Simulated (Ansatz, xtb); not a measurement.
## Two isomers of C5H4ClN3

Structure I is `[H]/N=C\c1cncc(Cl)n1`, a singlet and structure II is `Cn1cnc(C#N)c1Cl`, a singlet. Both are isolated molecules in the gas phase, relaxed with B3LYP/def2-SVP, each in the lowest conformer that the search found.

Q: Estimate which is lower in electronic energy at CCSD(T)/def2-SVP + ΔMP2/def2-TZVPP, and by roughly how much.

A: The CCSD(T)/def2-SVP + ΔMP2/def2-TZVPP calculation puts structure II lower, by 19.2 kJ/mol.

How the difference moves with the method:

```tsv
level	geometry	E(II) − E(I) (kJ/mol)	departure from the last row (kJ/mol)	job, with rough time for the two
GFN2-xTB	GFN2-xTB	−61.4	−42.3	optimisation, 0.17 s
HF/STO-3G	GFN2-xTB	−102.1	−83.0	single point, 0.5 s
r2SCAN-D4/def2-SVP	GFN2-xTB	−7.7	+11.4	single point, 4.8 s
B3LYP/def2-SVP	B3LYP/def2-SVP	−6.7	+12.4	optimisation, 37 s
HF/def2-SVP	B3LYP/def2-SVP	−21.2	−2.0	part of the CCSD(T) run
MP2/def2-SVP	B3LYP/def2-SVP	−48.6	−29.5	part of the CCSD(T) run
CCSD(T)/def2-SVP	B3LYP/def2-SVP	−31.9	−12.7	single point
CCSD(T)/def2-SVP + ΔMP2/def2-TZVPP	B3LYP/def2-SVP	−19.2		single point, 1.8 min
```

As drawn, II has 1 C–N, 1 C≡N, 1 C–H in place of 1 N–H, 1 C=N, 1 C∷C (∷ is an aromatic bond). Structure I has a 6-membered ring (with an aromatic ring), II a 5-membered ring (with an aromatic ring).

None of the levels shown reverses the order. The largest departure from CCSD(T)/def2-SVP + ΔMP2/def2-TZVPP is that of HF/STO-3G, 83.0 kJ/mol. The last row adds to CCSD(T) the change of the MP2 difference between the two basis sets, here +12.7 kJ/mol, a large step that makes the value less sure.

With thermal terms from frequencies at re-optimised GFN2-xTB minima (ideal gas, soft modes damped towards free rotors, one conformer each, 298.15 K, 1 atm): on the last row, ΔE + ΔZPE = −17.1, ΔH = −15.5, ΔG = −19.1 kJ/mol.

The correlated steps freeze 13 core orbitals. Run with Ansatz 0.2.0, xtb 6.7.1; the last row on 4 threads of Arm Neoverse V1 on a shared host.
